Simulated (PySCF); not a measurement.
C3H3O3, SMILES C1(OC[CH]O1)=O, doublet, B3LYP/def2-SVP optimised geometry.

```
9

O     -2.18    -1.84     1.55
C     -1.39    -1.14     1.00
O     -0.10    -1.51     0.70
C      0.51    -0.51     0.00
C     -0.41     0.67     0.00
O     -1.60     0.12     0.58
H      1.60    -0.51     0.00
H     -0.06     1.51     0.62
H     -0.64     1.06    -1.01
```

Density from unrestricted B3LYP/def2-TZVP run with PySCF at that geometry.

Minimum of the electron density along straight lines between bonded atoms, close to the bond critical point (lines longer than 1.1 times the sum of covalent radii, or with two minima, are not listed):

```csv
bond,length / Å,ρ at the minimum / e bohr⁻³,∇²ρ there / e bohr⁻⁵,position (fraction from the first atom)
O1–C2,1.186,0.455,-0.24,0.66
C2–O3,1.378,0.295,[?],0.37
O3–C4,1.368,0.282,-0.38,0.66
C4–C5,1.497,0.268,[?],0.50
C2–O6,1.350,0.314,-0.84,0.36
C5–O6,1.430,[?],-0.53,0.36
C4–H7,1.090,0.284,-1.01,0.66
C5–H8,1.109,0.277,-0.96,0.65
C5–H9,1.105,0.280,-0.99,0.65
```

Problem. Complete the blanks.

Solution. 
- C2–O3, ∇²ρ there / e bohr⁻⁵: -0.79
- C4–C5, ∇²ρ there / e bohr⁻⁵: -0.72
- C5–O6, ρ at the minimum / e bohr⁻³: 0.251
